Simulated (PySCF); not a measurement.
Start geometry of `C[SiH](C)[SiH2]O` from GFN2-xTB (Å):
```
atom  x, y, z in Å
C1     1.429   -1.009   -0.928
Si2    0.186    0.404   -0.616
C3     0.975    1.594    0.650
Si4   -1.880   -0.366    0.064
O5    -1.551   -1.150    1.459
H6     1.057   -1.699   -1.680
H7     2.388   -0.633   -1.274
H8     1.607   -1.579   -0.021
H9     0.053    1.151   -1.887
H10    1.136    1.098    1.603
H11    0.335    2.453    0.832
H12    1.936    1.968    0.307
H13   -2.552   -1.308   -0.847
H14   -2.894    0.664    0.342
H15   -2.230   -1.578    1.974
```

Question: What comes out of this run: PBE0-D3(BJ)/def2-SVP geometry optimisation, gas phase (PySCF)?

Answer: 
```
atom  x, y, z in Å
C1     1.552   -1.039   -0.984
Si2    0.388    0.414   -0.689
C3     1.092    1.594    0.601
Si4   -1.662   -0.407    0.083
O5    -1.268   -1.201    1.511
H6     1.151   -1.719   -1.751
H7     2.543   -0.693   -1.318
H8     1.679   -1.611   -0.052
H9     0.157    1.150   -1.977
H10    1.210    1.071    1.562
H11    0.421    2.453    0.760
H12    2.076    1.980    0.292
H13   -2.311   -1.349   -0.892
H14   -2.662    0.687    0.336
H15   -1.994   -1.614    1.987
```

The energy falls by 3.8 kcal/mol over 5 energy and gradient evaluations, the largest force component goes from 0.0243 to 1.7e-04 Eh/bohr, and the atoms move by 0.076 Å rms after alignment. The bond that changes most is Si4–O5 (oxygen-bound silicon to silanol oxygen), which lengthens by 0.047 Å. Bonds longer at the end by more than 0.005 Å: 12 of 14; shorter: 2. Among the angles that change most is Si4–O5–H15, from 122.2° to 116.6°. Rotational constants go from 3899, 1799, 1608 to 3789, 1825, 1632 MHz. The orientation of the end geometry is arbitrary; only internal coordinates are fixed.

The run used 128 basis functions and 31 SCF cycles in all. Hardware: an Intel Xeon Platinum 8375C at 2.90 GHz with one thread (shared host). Cost: 22 s, 0.56 GiB resident at most.

Not checked by PBE0-D3(BJ)/def2-SVP frequencies. One conformer, not necessarily the lowest.
